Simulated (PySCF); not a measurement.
Computed shifts of a molecule C₄H₁₀OSi, PBE/pcSseg-1 in PySCF, GIAO, gas phase, atoms alike by connectivity averaged where their shifts nearly agree, in ppm (number of nuclei): ¹³C: 80.6 (2), 22.2 (1), -7.2 (1). ²⁹Si: -33.0 (1). ¹H: 5.39 (1), 5.35 (1), 5.09 (1), 5.05 (1), 4.70 (1), 4.49 (1), 2.85 (1), 0.39 (3). References: ¹³C against TMS (σ = 182.0 ppm); ²⁹Si against TMS (σ = 335.4 ppm); ¹⁷O against H2O (σ = 334.3 ppm); ¹H against TMS (σ = 31.49 ppm), references at their B3LYP-D3(BJ)/def2-TZVP geometries, non-relativistic. Coordinates come from a PBE0-D3(BJ)/def2-SVP optimisation. One conformer was computed; it need not be the lowest.

Question: Pick the molecule that these values belong to.
A. C=CC[C@H](O)[SiH3]
B. C[SiH2][C@@H]1CCO1
C. C[SiH2]C1COC1
D. COC1C[SiH2]C1

Answer: C, C[SiH2]C1COC1
